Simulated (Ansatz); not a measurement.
Ansatz (a quantum-chemistry and plane-wave program) input (RI-MP2/cc-pVQZ):
A basis named .json is the Basis Set Exchange file of that set.

Ansatz 0.2 input:
```yaml
crystal:
  periodic: [false, false, false]
  atoms:
    - {symbol: C, position_ang: [-1.41252861, -0.46030656, 0.06426309]}
    - {symbol: Br, position_ang: [0.35005062, 0.11407245, -0.01592558]}
    - {symbol: H, position_ang: [-1.88850635, -0.48301087, 1.02928333]}
    - {symbol: H, position_ang: [-1.88809358, -0.74768542, -0.85746665]}
basis:
  gaussian:
    orbitals: cc-pVQZ
    fitting: {mean_field: def2-universal-jkfit, correlation: cc-pVQZ-RIFIT.json}
magnetization: {spin_polarized: true, initial_magnetization: 1}
correlation: {method: mp2, electrons: outside_noble_gas}
```

End of the output:

```
integrals: 0.13 GiB planned
377 factors; integrals over basis functions are off by at most 3.7e0 eV
468 factors; integrals over basis functions are off by at most 1.3e2 eV
mean field: 0.49 GiB planned
mean field evaluation 1: about -71060.5343 eV, gradient 1.1e1 eV
mean field evaluation 2: about -71061.3196 eV, gradient 4.4e0 eV
mean field evaluation 4: about -71061.5318 eV, gradient 9.0e-1 eV
mean field evaluation 8: about -71061.5548 eV, gradient 1.1e-6 eV
mean field -71061.55477642 eV, -2611.4639707815 hartree, gradient 1.1e-6 eV, S^2 0.769870; 0 other end points of the search recorded, 0 dependent functions left out
15 core orbitals not correlated
reference -71061.55477642 eV, -2611.4639707815 hartree; 7, 6 occupied and 161, 162 virtual orbitals, 468 factors
second order -9.13258034 eV of doubles, -0.00000000 eV of singles
Total energy: -71070.68735675 eV, -2611.7995869185 hartree
```

It need not be the lowest isomer of its formula.
